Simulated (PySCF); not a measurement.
O₂Ti, singlet, geometry from GFN2-xTB (such geometries of metal compounds can be far from the true shape).

Here is a job for PySCF.
```python
from pyscf import gto, scf, dft

mol = gto.M(
    atom='''
Ti    0.238994    0.045731    0.286556
O     0.695269    0.116723   -1.276621
O    -1.352503   -0.242482    0.488593
''',
    basis='cc-pvdz',
    charge=0,
    spin=0,
    verbose=4,
)

mf = dft.RKS(mol)
mf.xc = 'm06l'
mf.kernel()
```

### Question
What does this run give for the Mulliken (on the basis functions themselves) charges in atom order, HOMO energy, total energy, nuclear repulsion energy, HOMO-LUMO gap, dipole moment?

### Answer

* **Mulliken (on the basis functions themselves) charges in atom order**: Ti1 0.82, O2 -0.41, O3 -0.41
* **HOMO energy**: -5.75 eV
* **total energy**: -999.9615 Eh
* **nuclear repulsion energy**: 126.6973 Eh
* **HOMO-LUMO gap**: 3.18 eV
* **dipole moment**: 6.61 D
